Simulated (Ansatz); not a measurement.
`F[SiH2]O[SiH3]` + `CC[SeH]` → `CC[Se][SiH3]` + `O[SiH2]F`  (ligand exchange at the Si–O bond)

Calculated with Ansatz (gas phase, PBE0-D4/def2-TZVP geometries, no zero-point term in ΔE). CBS: MP2 limit from def2 TZ/QZ plus the TZ coupled-cluster correction, frozen cores. For Se outer-core shells are correlated without core-valence functions, which leaves a few kJ/mol of doubt a bond. Scalar relativity is left out up to krypton. One conformer a species, not always the lowest.

```csv
species,CCSD(T)/CBS(def2) energy (Eh)
`F[SiH2]O[SiH3]`,-756.28164
`CC[SeH]`,-2480.41858
`CC[Se][SiH3]`,-2770.72164
`O[SiH2]F`,-465.96250
```

Problem. Work out ΔE.

Solution. ΔE = (-2770.72164) + (-465.96250) − (-756.28164) − (-2480.41858) = 0.01608 Eh = +42.2 kJ/mol.

Largest T1 diagnostic among the species: 0.011.

From PBE to PBE0 (25 % exact exchange), in def2-TZVPP and without D4, ΔE moves by +5.0 kJ/mol. In def2-TZVPP, CCSD(T) changes the Hartree–Fock value by −21.2 kJ/mol (the triples alone add −4.1 kJ/mol) and MP2 by −24.9 kJ/mol.
